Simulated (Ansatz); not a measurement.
`C=CCCCCCCCC` + `CCCCC` → `C=CCCCCCCCCCC` + propane  (formal exchange of groups at a C–C bond)

Program: Ansatz. Geometries: PBE0-D4/def2-TZVP. ΔE: electronic, gas phase. CBS: MP2 limit from def2 TZ/QZ plus the TZ coupled-cluster correction, frozen cores. Functionals use def2-TZVPP. Each species was taken in one conformer, which may not be the lowest.

| level | ΔE (kJ/mol) |
| --- | --- |
| PBE0-D4 | -9.6 |
| r2SCAN | -8.7 |

What does CCSD(T)/CBS give? (Estimate.)

The calculation gave: -9.9 kJ/mol. The listed levels differ from it by 0.3, 1.2 kJ/mol.

Largest T1 diagnostic among the species: 0.009.
